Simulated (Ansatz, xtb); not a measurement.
# Isomers of C4H6N2Si in order of energy

3 gas-phase structures of C4H6N2Si, from a drawn sample of its isomers (lower ones may exist). Each was relaxed with GFN2-xTB:

A. `N#CC1=N[SiH2]CC1`, a singlet
B. `[SiH3]c1ccncn1`, a singlet
C. `C=C(C#N)/C=N/[SiH3]`, a singlet

Task: Estimate their order in r2SCAN-D4/def2-SVP energy at these geometries, lowest first.

Result: Calculated order at r2SCAN-D4/def2-SVP: B (0.000), A (0.162), C (1.188) eV. CCSD(T)/def2-SVP + ΔMP2/def2-TZVPP after further relaxation puts A lowest instead.

Energies above the lowest of each column, in eV; the last columns are at B3LYP/def2-SVP geometries and were run for some of them only (a dash: not run or not comparable):

```tsv
structure	GFN2-xTB	HF/STO-3G	r2SCAN-D4/def2-SVP	B3LYP/def2-SVP	CCSD(T)/def2-SVP + ΔMP2/def2-TZVPP
B	0.000	0.853	0.000	0.000	0.331
A	0.681	0.000	0.162	0.108	0.000
C	1.393	2.419	1.188	–	–
```

CCSD(T)/def2-SVP + ΔMP2/def2-TZVPP puts A lowest of those it was run on; GFN2-xTB picks B, r2SCAN-D4/def2-SVP picks B, B3LYP/def2-SVP picks B. CCSD(T)/def2-SVP + ΔMP2/def2-TZVPP orders those it was run on as A (0.000), B (0.331) eV. Some further structures that were screened fall inside this span and aren't listed. Flexible structures stand in one conformer each, not always the lowest. B keeps a small imaginary mode. Frequencies (GFN2-xTB) were run for A, B alone. ΔMP2 is the change of the MP2 energy from the smaller to the larger basis.

Programs: Ansatz 0.2.0, xtb 6.7.1.
